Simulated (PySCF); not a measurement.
K(Cl) cation (ClK), SMILES [K][Cl] (connectivity only; charge and spin as stated), charge +1, multiplicity 2.

Coordinates come from a B3LYP-D3(BJ)/def2-TZVPD optimisation. The multiplicity is an assumed one; other spin states were not compared.

Level of theory: IEF-PCM-M06-2X/def2-TZVPD (PySCF).

The values are the electrostatic part of the solvation free energy, E(continuum) − E(gas) at the gas-phase geometry, in a cavity of scaled van der Waals radii (PySCF's table); cavitation and dispersion terms are not included. A continuum can't describe solvent molecules that bind to the metal.

```
solvent       ε  ΔG(elec) (kcal/mol)
--------  -----  -------------------
water     78.36                -48.6
n-hexane   1.88                -22.9
ethanol   24.85                -47.3
```
